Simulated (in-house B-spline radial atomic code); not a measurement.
Ionising neutral selenium with different functionals

Computed with a B-spline radial code for spherical atoms: four-component Dirac-Coulomb Hamiltonian, Fermi nucleus of rms radius 4.14 fm, spin-restricted, spherical fractional occupations for the functionals. The ionisation energy is the difference of two self-consistent energies, [Ar] 3d10 4s2 4p4 → [Ar] 3d10 4s2 4p3, without Breit or QED terms; ε is the level of the shell that loses the electron (mean over j). The electron is taken from both j subshells in proportion to 2j + 1, so the result is a j average, not the step between ground levels.

Hybrids are left out here: with spherical fractional occupations of an open shell their exact exchange keeps a self-interaction that integer-occupation calculations don't have.

```json
{"method": "LDA VWN5", "rung": "LDA", "ΔSCF (eV)": "11.01", "-ε(4p) (eV)": "6.66"}
{"method": "relativistic LDA", "rung": "LDA", "ΔSCF (eV)": "11.01", "-ε(4p) (eV)": "6.66"}
{"method": "LDA PW92", "rung": "LDA", "ΔSCF (eV)": "11.01", "-ε(4p) (eV)": "6.66"}
{"method": "LDA exchange-only", "rung": "LDA", "ΔSCF (eV)": "9.81", "-ε(4p) (eV)": "5.53"}
{"method": "PBE", "rung": "GGA", "ΔSCF (eV)": "10.85", "-ε(4p) (eV)": "6.51"}
{"method": "PBEsol", "rung": "GGA", "ΔSCF (eV)": "10.85", "-ε(4p) (eV)": "6.51"}
{"method": "BLYP", "rung": "GGA", "ΔSCF (eV)": "10.71", "-ε(4p) (eV)": "6.37"}
{"method": "RPBE", "rung": "GGA", "ΔSCF (eV)": "10.81", "-ε(4p) (eV)": "6.48"}
{"method": "PW91", "rung": "GGA", "ΔSCF (eV)": "10.91", "-ε(4p) (eV)": "6.56"}
{"method": "BP86", "rung": "GGA", "ΔSCF (eV)": "10.97", "-ε(4p) (eV)": "6.63"}
{"method": "AM05", "rung": "GGA", "ΔSCF (eV)": "10.82", "-ε(4p) (eV)": "6.48"}
{"method": "OLYP", "rung": "GGA", "ΔSCF (eV)": "10.73", "-ε(4p) (eV)": "6.38"}
```

Q: How do they compare with the NIST value?

A: NIST lists 9.752 eV (measured, ground level to ground level). Errors run from +0.05 to +1.26 eV. The correlated functionals all miss on the same side by more than they spread, so the cause is common to them (Breit-QED terms, spin polarisation, the choice among j levels, multiplet and fine-structure energies, or a listed next ion that isn't the cheapest removal here) and closeness doesn't rank the functionals.
